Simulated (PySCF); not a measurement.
## Structure from NMR data

Molecular formula: C₄H₉ClSi₂. Simulated spectra:

1H NMR (300 MHz, computed): δ 6.00 (d, 1H), 4.09 (m, 1H), 4.06 (m, 1H), 3.28 (m, 3H), 3.09 (m, 1H), 2.50 (m, 1H), 2.34 (m, 1H).

13C{1H} NMR (computed): δ 143.4, 140.9, 43.2, 24.5.

PySCF 2.14 calculation with NMR shieldings at PBE0/pcSseg-1/GIAO and geometry: GFN2-xTB; isolated molecule, one conformer, no relativistic terms, one averaged value for each set of equivalent atoms.

δ = σ(ref) − σ, references computed at the same level: 1H (31.72 ppm) and 13C (186.93 ppm) against TMS.

Question: What is the structure?

Answer: 
1. The formula gives 2 degrees of unsaturation (1 ring in the answer).
2. 4 carbon signals for 4 carbons: no two carbons are equivalent.
3. Carbon types of the structure: 1 × C, 2 × CH, 1 × CH2, leaving 5 H on heteroatoms.
4. δC 143.4: alkene CH; an sp2 carbon of a C=C bond.
5. δC 140.9: fully substituted alkene carbon; as expected for a trigonal carbon in a double bond.
6. δC 43.2: allylic sp3 CH2; a saturated carbon with 2 carbon neighbours and no heteroatom attached.
7. δC 24.5: allylic sp3 CH bonded to Si.
8. δH 6.00: hydrogen on an alkene CH; olefinic region.
9. δH 3.09, 2.34: hydrogen on an allylic sp3 CH2; allylic position.
10. δH 2.50: hydrogen on an allylic sp3 CH bonded to Si; allylic position.

Structure: SMILES [C@H]1([SiH2][SiH3])C=C(Cl)C1.

The shifts were computed for this structure.

Carbons that carry Cl, above all several Cl atoms, come out too deshielded, partly because spin–orbit coupling is missing. Shifts are as computed. Against solution values, carbons near 30 ppm lie about +3 ppm off and those near 130 ppm about +5 ppm; carbons on Cl a further +6 ppm. Of 1211 compounds with measured shifts, 218 miss one by over three times the rms of a fit or turn the order of signals round; such compounds aren't used in these exercises. No couplings were computed; multiplicities are counted from neighbouring protons, with m where these are inequivalent, close in shift, in a saturated or five-membered ring or joined by F or P, and br s for small geminal =CH2 splittings.
